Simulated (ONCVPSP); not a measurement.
# silicon: excitation energies, all-electron against ONCV

```
Element                 : Si (Z = 14)
Generator               : ONCVPSP 4.0.1
Type                    : optimised norm-conserving Vanderbilt (ONCV)
Functional              : PBE
Relativity              : scalar-relativistic
Frozen core             : [He]
Valence charge          : 12
Reference configuration : 2s2 2p6 3s2 3p2
Partial waves           : 2s+3s: rc 0.85 bohr, ncon 4, nbas 7, qcut 12.1 1/bohr, 3 projectors, debl 2.6 Ha; 2p+3p: rc 1.05 bohr, ncon 3, nbas 6, qcut 14.6 1/bohr, 2 projectors; d scattering state at 0.07 Ha: rc 0.85 bohr, ncon 3, nbas 8, qcut 10.5 1/bohr, local
Local potential         : the d channel
Core correction         : polynomial model core, fcfact 0.6
```

Energies are relative to the spin-unpolarised reference configuration 2s2 2p6 3s2 3p2; without spin polarisation the order of configurations can differ from experiment.

Task: Give the all-electron excitation energy and the error of the potential for: 2s2 2p6 3s2 3p1; 2s2 2p6 3s2 3p0; 2s2 2p6 3s1 3p0; 2s2 2p6 3s2 3p1.5.

Result:

| valence configuration | charge | ΔE all-electron (eV) | error AE − PS (meV) |
| --- | --- | --- | --- |
| 2s2 2p6 3s2 3p1 | +1 | 7.740 | +0.3 |
| 2s2 2p6 3s2 3p0 | +2 | 23.733 | +2.4 |
| 2s2 2p6 3s1 3p0 | +3 | 57.704 | +1.4 |
| 2s2 2p6 3s2 3p1.5 | +0.5 | 2.921 | 0.0 |

Levels in the configuration 2s2 2p6 3s1 3p0:

| level | all-electron (eV) | pseudo (eV) |
| --- | --- | --- |
| 2s | -175.881 | -175.920 |
| 2p | -132.018 | -131.935 |
| 3s | -39.488 | -39.491 |
